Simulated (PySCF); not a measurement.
TDDFT excited states: C6H5NOS

Compound: C₆H₅NOS.
InChI=1S/C6H5NOS/c1-7-5-4-9-3-2-6(5)8/h2-4H,1H2

Theory: TDDFT PBE0/def2-SVPD, vertical, gas phase, core orbitals frozen in the response (PySCF 2.14.0, density-fitted response routines). Isolated species at its GFN2-xTB geometry (one conformer only). Torsions of this conformer, `[CH2:1]=[N:2][c:3]1[cH:4][s:5][cH:6][cH:7][c:8]1=[O:9]`: C1–N2–C3–C4 -136°.

What does the calculation give for the low-lying excited states?

| state | λ (nm) | E (eV) | f | main configurations (H = HOMO, L = LUMO) |
| --- | --- | --- | --- | --- |
| S1 | 337.1 | 3.68 | 0.041 | H→L+1 (89%) |
| S2 | 329.0 | 3.77 | 0.027 | H→L (50%), H-1→L (44%) |
| S3 | 290.1 | 4.27 | 0.082 | H-1→L (42%), H→L (39%), H-2→L (11%) |
| S4 | 259.5 | 4.78 | 0.047 | H-1→L+1 (83%) |
| S5 | 249.2 | 4.98 | 0.019 | H→L+2 (60%), H-2→L+1 (27%) |
| S6 | 234.9 | 5.28 | 0.012 | H-2→L (48%), H-2→L+1 (28%), H→L+2 (11%) |

Triplets, Tamm–Dancoff:

| state | E (eV) | λ (nm) | main configurations (H = HOMO, L = LUMO) |
| --- | --- | --- | --- |
| T1 | 2.68 | 462.2 | H→L (81%), H→L+1 (14%) |
| T2 | 3.07 | 403.4 | H→L+1 (76%), H→L (13%) |

The lowest singlet lies at 3.68 eV (337 nm, ultraviolet) and is of moderate strength; its leading configuration is HOMO→LUMO+1 (89%). The strongest level in the table is S3 at 4.27 eV (290 nm, f = 0.082). Löwdin shares by element: HOMO nitrogen 22%, sulfur 17%, oxygen 13%, carbon 12% or more (atoms not listed hold the other 36%); LUMO carbon 34% or more, oxygen 19%, sulfur 16% (atoms not listed hold the other 32%). The oscillator strengths of these states sum to 0.229; summed over the whole spectrum of an exact calculation they would give the number of electrons, 72 (Thomas–Reiche–Kuhn). Weighted by f, the mean energy of these states is 4.32 eV. Orbital energies (eV): HOMO-3 -8.87, HOMO-2 -7.98, HOMO-1 -7.42, HOMO -6.42, LUMO -1.73, LUMO+1 -1.50, LUMO+2 -0.12. Only the lowest 6 singlets were computed, as vertical energies without vibronic structure.
